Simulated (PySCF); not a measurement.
2,4-pentanedione, C5H8O2.
Atom-mapped SMILES: `[CH3:1][C:2](=[O:3])[CH2:4][C:5]([CH3:6])=[O:7]` (hydrogens: H8, H9, H10 on C1; H11, H12 on C4; H13, H14, H15 on C6)

The same species was optimised twice, with GFN2-xTB and with PBE0-D3(BJ)/def2-SVP (PySCF), and the same property calculations (PySCF, gas phase) were run on both structures.

| coordinate | GFN2-xTB | PBE0-D3(BJ)/def2-SVP | change |
| --- | --- | --- | --- |
| C5–C6 (Å) | 1.498 | 1.502 | +0.004 |
| C1–C2 (Å) | 1.498 | 1.502 | +0.004 |
| C5=O7 (Å) | 1.203 | 1.207 | +0.004 |
| C2=O3 (Å) | 1.203 | 1.206 | +0.003 |
| C2–C4 (Å) | 1.524 | 1.526 | +0.002 |
| C4–C5 (Å) | 1.524 | 1.526 | +0.002 |
| C2–C4–C5 (°) | 104.7 | 106.6 | +1.9 |
| C4–C5–C6 (°) | 113.8 | 115.6 | +1.8 |
| C1–C2–C4 (°) | 113.9 | 115.6 | +1.7 |
| C6–C5–O7 (°) | 124.6 | 123.6 | -1.0 |
| C1–C2–O3 (°) | 124.5 | 123.6 | -0.9 |
| C4–C5–O7 (°) | 121.5 | 120.7 | -0.8 |
| O3–C2–C4 (°) | 121.5 | 120.8 | -0.7 |
| C1–C2–C4–C5 (°) | 89 | 88 | -1 |
| C2–C4–C5–C6 (°) | 89 | 89 | 0 |

Rotational constants: A = 4096, B = 2067, C = 1613 MHz (GFN2-xTB) against A = 4119, B = 2005, C = 1575 MHz (PBE0-D3(BJ)/def2-SVP).

On the GFN2-xTB structure: lowest singlet, TDDFT (eV) 4.31 [wB97X-D/def2-SVPD]; lowest triplet, Tamm–Dancoff (eV) 3.76 [wB97X-D/def2-SVPD]; isotropic polarisability (au) 65.0 [wB97X-D/def2-SVPD]; HOMO (eV) -9.40 [wB97X-D/def2-SVPD]; LUMO (eV) 0.43 [wB97X-D/def2-SVPD]; dipole (D) 1.75 [wB97X-D/def2-SVPD]; HOMO (eV) -7.41 [PBE0/pcSseg-1]; LUMO (eV) -1.30 [PBE0/pcSseg-1]; dipole (D) 1.68 [PBE0/pcSseg-1]; GIAO shielding of C1/C6 (mean) (ppm) 155.7 [PBE0/pcSseg-1]; GIAO shielding of C2/C5 (mean) (ppm) -18.1 [PBE0/pcSseg-1]; GIAO shielding of O3/O7 (mean) (ppm) -337.4 [PBE0/pcSseg-1]; GIAO shielding of C4 (ppm) 120.6 [PBE0/pcSseg-1].

**Question.** What do these properties become on the PBE0-D3(BJ)/def2-SVP structure?

**Answer.** 
| property | level | on GFN2-xTB | on PBE0-D3(BJ)/def2-SVP | change |
| --- | --- | --- | --- | --- |
| lowest singlet, TDDFT (eV) | wB97X-D/def2-SVPD | 4.31 | 4.30 | -0.01 |
| lowest triplet, Tamm–Dancoff (eV) | wB97X-D/def2-SVPD | 3.76 | 3.75 | -0.01 |
| isotropic polarisability (au) | wB97X-D/def2-SVPD | 65.0 | 65.9 | +0.9 |
| HOMO (eV) | wB97X-D/def2-SVPD | -9.40 | -9.42 | -0.02 |
| LUMO (eV) | wB97X-D/def2-SVPD | 0.43 | 0.42 | -0.01 |
| dipole (D) | wB97X-D/def2-SVPD | 1.75 | 1.66 | -0.09 |
| energy, GFN2-xTB geometry as zero (kcal/mol) | wB97X-D/def2-SVPD | 0.0 | -0.9 | -0.9 |
| HOMO (eV) | PBE0/pcSseg-1 | -7.41 | -7.42 | -0.01 |
| LUMO (eV) | PBE0/pcSseg-1 | -1.30 | -1.31 | -0.01 |
| dipole (D) | PBE0/pcSseg-1 | 1.68 | 1.60 | -0.08 |
| energy, GFN2-xTB geometry as zero (kcal/mol) | PBE0/pcSseg-1 | 0.0 | -0.6 | -0.6 |
| GIAO shielding of C1/C6 (mean) (ppm) | PBE0/pcSseg-1 | 155.7 | 153.6 | -2.1 |
| GIAO shielding of C2/C5 (mean) (ppm) | PBE0/pcSseg-1 | -18.1 | -19.1 | -1.0 |
| GIAO shielding of O3/O7 (mean) (ppm) | PBE0/pcSseg-1 | -337.4 | -347.3 | -9.9 |
| GIAO shielding of C4 (ppm) | PBE0/pcSseg-1 | 120.6 | 120.8 | +0.2 |

The heavy atoms differ by 0.033 Å rms after alignment. Among bonds between heavy atoms C1–C2, C2=O3, C5–C6 and C5=O7 change most and about equally (+0.003 to +0.004 Å). Changes are differences of the printed values. Neither structure is proved a minimum here.

Conformer computed: `[CH3:1][C:2](=[O:3])[CH2:4][C:5]([CH3:6])=[O:7]`: C1–C2–C4–C5 88°, C2–C4–C5–C6 89°.

The pairwise dispersion term of wB97X-D wasn't added to the energies; at a given geometry it leaves orbitals and properties as they are.
